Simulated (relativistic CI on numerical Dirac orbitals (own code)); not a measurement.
Method of calculation: Dirac-Coulomb-Breit CI, separate exchange-only KLI orbitals for each configuration, QED by a radiative potential, unscaled Slater integrals (own radial code, finite nucleus).

The strongest absorption lines from the ground level of an ion, among the configurations computed and to levels below about 1050 eV (vacuum wavelength in Å, gf): 11.872 (0.39), 11.946 (0.73), 11.951 (1.1), 12.037 (0.42), 12.045 (0.53), 12.237 (0.87), 14.924 (0.76), 43.950 (0.95).

(1) Which ion is it?
A. La³²⁺
B. Eu³⁶⁺
C. La²⁸⁺
D. La³⁰⁺

Answers

(1) D. La³⁰⁺ has 27 electrons and the ground level 3s²3p⁶3d⁹ ²D5/2; the strongest line goes to 3s²3p⁶3d⁸4f ⁴G°7/2. The pattern of lines fixes the number of electrons, and along that sequence the line energies rise steadily with the charge (about as its square where n changes within one kind of shell, about linearly where n is kept but much faster in heavy ions where fine structure, which grows about as Z⁴, sets the gap, and irregularly where shells cross), which fixes Z. Configurations outside the model, such as inner-shell arrays, can give stronger lines. At this charge energies of transitions that change n are usually good to better than 1 %, and those within a shell (Δn = 0) to a few per cent.

LS names give the leading component of a level, which can be under half, so a name can repeat, a term be missing and a line seem to break the LS rules.
